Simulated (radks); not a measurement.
Results of a calculation; reference values are marked as such.
Effect of the nuclear size on the cerium ion Ce49+, [He] 2s2 2p5. Level of theory: Dirac Kohn-Sham, LDA (Slater exchange, Perdew-Wang correlation), spin-unpolarised, spherical densities, finite nucleus; open shells are shared between the two j in proportion to 2j + 1; Fermi nuclear charge, rms radius 4.8771 fm (a radial shooting solver on a logarithmic mesh with Libxc functionals). The rms radius is varied about that value; shifts are against it.

[
 {"rms radius (fm)": "4.0187", "total energy shift (eV)": "-3.29", "density at nucleus (e/bohr^3)": "3.882e+05", "1s1/2 shift (meV)": "-1410", "2s1/2 shift (meV)": "-183", "2p1/2 shift (meV)": "1.59", "2p3/2 shift (meV)": "6.95", "3s1/2 (empty) shift (meV)": "-50.4"},
 {"rms radius (fm)": "4.7162", "total energy shift (eV)": "-0.655", "density at nucleus (e/bohr^3)": "3.755e+05", "1s1/2 shift (meV)": "-280", "2s1/2 shift (meV)": "-36.4", "2p1/2 shift (meV)": "0.315", "2p3/2 shift (meV)": "1.38", "3s1/2 (empty) shift (meV)": "-10.0"},
 {"rms radius (fm)": "4.8771", "total energy shift (eV)": "0", "density at nucleus (e/bohr^3)": "3.729e+05", "1s1/2 shift (meV)": "0.000", "2s1/2 shift (meV)": "0.000", "2p1/2 shift (meV)": "0.000", "2p3/2 shift (meV)": "0.000", "3s1/2 (empty) shift (meV)": "0.000"},
 {"rms radius (fm)": "5.3453", "total energy shift (eV)": "2.01", "density at nucleus (e/bohr^3)": "3.659e+05", "1s1/2 shift (meV)": "856", "2s1/2 shift (meV)": "111", "2p1/2 shift (meV)": "-0.962", "2p3/2 shift (meV)": "-4.23", "3s1/2 (empty) shift (meV)": "30.7"},
 {"rms radius (fm)": "5.555", "total energy shift (eV)": "2.95", "density at nucleus (e/bohr^3)": "3.63e+05", "1s1/2 shift (meV)": "1260", "2s1/2 shift (meV)": "164", "2p1/2 shift (meV)": "-1.41", "2p3/2 shift (meV)": "-6.23", "3s1/2 (empty) shift (meV)": "45.2"}
]

Slopes of the eigenvalues against <r^2> in GHz/fm^2, as finite differences over the two radii next to the reference (eigenvalue slopes, not the field-shift constants of lines): 1s1/2 43400, 2s1/2 5650, 2p1/2 -48.8, 2p3/2 -215, 3s1/2 (empty) 1560.
